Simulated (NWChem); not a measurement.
BH$_{2}$Br; SMILES BBr

```xyz
4

B      0.0000     0.0000    -1.5232
H      0.0000     1.0696    -2.0897
H      0.0000    -1.0696    -2.0897
Br     0.0000     0.0000     0.3768
```
Atoms are numbered in this order, from 1.

Level: PBE-D3(BJ)/def2-SVP (NWChem), optimised geometry, unscaled harmonic frequencies. This build's default masses of Se (78.918 u) and Br (79.917 u) are each other's, which moves their modes by up to 0.6 %.

```
frequency (cm⁻¹)  IR intensity (km/mol)
----------------  ---------------------
692                                48.1
785                                 2.8
923                                18.1
1142                               73.1
2540                               82.5
2668                               83.8
```

```yaml
zero_point_energy: 12.5 kcal/mol
thermal correction to the enthalpy at 298.15 K (with zero-point energy): 15.0 kcal/mol
heat capacity Cv: 8.2 cal/(mol K)
entropy at 298.15 K and 1 atm (symmetry number 2): 58.8 cal/(mol K)
dipole_moment: 0.20 D
```

Rigid rotor and harmonic oscillator.
